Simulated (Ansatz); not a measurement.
Coupled-cluster run, `F[SiH2]N[SiH2]Cl`.

```yaml
crystal:
  periodic: [false, false, false]
  atoms:
    - {symbol: F, position_ang: [-0.984089, -0.479106, -2.425481]}
    - {symbol: Si, position_ang: [-0.031724, -0.949900, -1.230605]}
    - {symbol: N, position_ang: [-0.524937, -0.285676, 0.268835]}
    - {symbol: Si, position_ang: [0.115801, 1.093685, 1.061669]}
    - {symbol: Cl, position_ang: [1.384836, 0.584289, 2.600924]}
    - {symbol: H, position_ang: [1.326159, -0.450752, -1.531446]}
    - {symbol: H, position_ang: [-0.130732, -2.424764, -1.184914]}
    - {symbol: H, position_ang: [-1.262788, -0.776093, 0.756341]}
    - {symbol: H, position_ang: [-0.967848, 1.889582, 1.676834]}
    - {symbol: H, position_ang: [0.900422, 1.859335, 0.071244]}
basis:
  gaussian: {orbitals: def2-TZVPP}
correlation: {method: ccsd_t}
```

```sh
$ ansatz run in.yaml --threads 4 --pin off --events-out ev --progress --plain --max-ram 10444MiB
```

The program prints (abridged):

```
Functional definition: HF
1516 factors; integrals over basis functions are off by at most 8.3e-4 eV
mean field evaluation 1: about -32498.8745 eV, gradient 4.2e1 eV
mean field evaluation 2: about -32499.1423 eV, gradient 4.3e1 eV
mean field evaluation 4: about -32502.9118 eV, gradient 3.4e0 eV
mean field evaluation 8: about -32502.9682 eV, gradient 2.2e-1 eV
mean field -32502.96839270 eV, -1194.4620571285 hartree, gradient 3.2e-6 eV, S^2 0.000000; 0 other end points of the search recorded, 0 dependent functions left out
17 core orbitals not correlated: weight in the atoms' cores, before any rotation towards them, 1.000 or more for the frozen orbitals, at most 0.000 for the correlated occupied ones
reference -32502.96839270 eV, -1194.4620571285 hartree; 16, 16 occupied and 225, 225 virtual orbitals, 1516 factors
second order -24.23344011 eV of doubles, -0.00000000 eV of singles
cycle   1  -24.90333452 eV  change   -6.7e-1 eV  update   1.0e-1
cycle   2  -25.47037268 eV  change   -5.7e-1 eV  update   2.9e-2
cycle   3  -25.58877141 eV  change   -1.2e-1 eV  update   1.4e-2
cycle   4  -25.57613980 eV  change    1.3e-2 eV  update   3.1e-3
cycle   5  -25.57429219 eV  change    1.8e-3 eV  update   1.3e-3
cycle   6  -25.57484932 eV  change   -5.6e-4 eV  update   4.1e-4
cycle   7  -25.57467057 eV  change    1.8e-4 eV  update   1.4e-4
cycle   8  -25.57461828 eV  change    5.2e-5 eV  update   4.4e-5
cycle   9  -25.57463643 eV  change   -1.8e-5 eV  update   1.7e-5
perturbative correction -0.90554742 eV, -0.0332782537 hartree
Total energy: -32529.44857655 eV, -1195.4351859359 hartree
```

Hardware: 4 threads of an Intel Xeon 6975P-C on a shared host. Wall time 51 s, peak host memory 6.2 GiB.

Correlation energy per correlated electron: -0.828 eV. T1 diagnostic: 0.0107.
